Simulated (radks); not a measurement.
Neutral rhodium inside a hard spherical wall (all orbitals vanish at R), configuration held at [Kr] 4d8 5s1 and not refilled when levels cross. All-electron calculation, scalar-relativistic Kohn-Sham, PBEsol, spin-unpolarised, spherical densities, point nucleus. Program: a radial shooting solver on a logarithmic mesh with Libxc functionals. Eigenvalues in eV, with the zero of energy where the potential of the charges vanishes at infinity; a dash marks a level that is unbound or too diffuse for the functional's potential to be trusted. A positive occupied level is held by the wall or, in an anion where self-interaction has pushed it up, behind a barrier. The pressure on the wall is -dE/dV.

R (bohr)  E (hartree)  kinetic (hartree)    e(4s)    e(4p)   e(4d)   e(5s)  e(5p, empty)  e(6s, empty)  pressure (GPa)
free      -4781.72707           4951.877  -82.431  -50.380  -5.953  -4.326        -0.796             -               0
7         -4781.71781           4951.940  -82.039  -49.988  -5.583  -3.884         0.477         7.624           0.492
6         -4781.69832           4952.048  -81.508  -49.463  -5.098  -3.224         1.708        12.776            2.16
5         -4781.63194           4952.371  -80.202  -48.186  -3.919  -1.471         4.507        23.072            11.1
4         -4781.37371           4953.487  -76.799  -44.904  -0.808   3.732        11.851        46.538            72.1
3.5       -4780.99720           4954.998  -73.281  -41.544   2.554   9.992        20.090        70.150             211
3         -4780.10698           4958.441  -67.239  -35.768   8.735  22.681        35.963        111.74             711
2.5       -4777.71406           4967.496  -56.102  -24.823  21.337  51.214        69.625        191.77            2940
